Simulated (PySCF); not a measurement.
## BiP⁺: one state, many levels of theory

State: ²Π (doublet), unpaired electrons π ↑. Set-up: Bi cc-pVDZ-PP with ECP60, P cc-pV(D+d)Z; scalar-relativistic core potentials (PySCF 2.14). De refers to Bi⁺ + P in their high-spin ground configurations, without counterpoise correction. The functionals are run spin-unrestricted. A positive dipole points towards P; it is taken about the centre of mass and depends on that origin. Levels whose curve was spin-contaminated or gave no clean fit are not listed.

| Level | Re (Å) | ωe (cm⁻¹) | De (eV) | μ (D) |
| --- | --- | --- | --- | --- |
| UHF-CCSD | 2.413 | 392 | n/a | n/a |
| UHF-CCSD(T) | 2.436 | 370 | n/a | n/a |
| PBE | 2.415 | 395 | n/a | 1.00 |
| PW91 | 2.415 | 395 | n/a | 1.05 |
| r²SCAN | 2.394 | 393 | n/a | 0.84 |
| B3LYP | 2.401 | 398 | n/a | 1.02 |

Correlated steps freeze 9 core orbitals. Spin–orbit coupling is left out, which matters for elements this heavy, above all for dissociation energies. The CCSD T1 diagnostic is raised, a sign that a single reference may not be enough here. The state is the lowest determinant that a PBE0 search found; another state may lie lower at other levels.

The whole job (state search and all levels along the bond) took about 2.7 min on 1 thread of Intel Xeon Platinum 8259CL @ 2.50GHz (shared host), peak memory 0.49 GiB.
